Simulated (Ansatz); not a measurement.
Reaction (ligand exchange at a Ge–C bond): `[Cl][Ge]([Cl])([Cl])[c]1ccccc1` + `OCC(F)(F)F` → `FC(F)(F)C[O][Ge]([Cl])([Cl])[Cl]` + benzene

Calculated with Ansatz (gas phase, PBE0-D4/def2-TZVP geometries, no zero-point term in ΔE). CBS: MP2 limit from def2 TZ/QZ plus the TZ coupled-cluster correction, frozen cores. Functionals use def2-TZVPP. HSE06 is defined as in plane-wave codes. For Ge outer-core shells are correlated without core-valence functions, which leaves a few kJ/mol of doubt a bond. Scalar relativity is left out up to krypton. One conformer a species, not always the lowest.

| level | ΔE (kJ/mol) | difference from CCSD(T)/CBS |
| --- | --- | --- |
| PBE-D4 | -14.4 | 4.6 |
| revPBE-D4 | -14.4 | 4.6 |
| PBE0-D4 | -15.6 | 3.4 |
| HSE06-D4 | -15.6 | 3.4 |
| ωB97M-V | -22.2 | -3.2 |
| B2PLYP | -25.1 | -6.1 |
| LC-ωPBE | -23.7 | -4.7 |
| MP2/def2-SVP | -22.7 | -3.7 |
| HF/def2-TZVPP | -41.1 | -22.1 |
| MP2/def2-QZVPP | -13.6 | 5.4 |
| CCSD(T)/CBS | -19.0 | 0 |

Largest T1 diagnostic among the species: 0.011.

The D4 term adds +7.4 kJ/mol with B3LYP and +4.4 kJ/mol with PBE0; it sums over pairs of atoms, weighted by their polarisabilities, and B3LYP, whose exchange is more repulsive, gets the larger term. At CCSD(T), def2-SVP lies −8.7 kJ/mol from the extrapolated value and def2-TZVPP −1.3 kJ/mol. From BLYP to BHLYP (50 % exact exchange), in def2-TZVPP and without D4, ΔE moves by −3.6 kJ/mol.

CCSD(T)/CBS has its own doubt, a few kJ/mol and more with outer-core shells, so smaller differences from it don't rank the levels.

B3LYP here is the variant with VWN-RPA as its local correlation; programs differ in this.
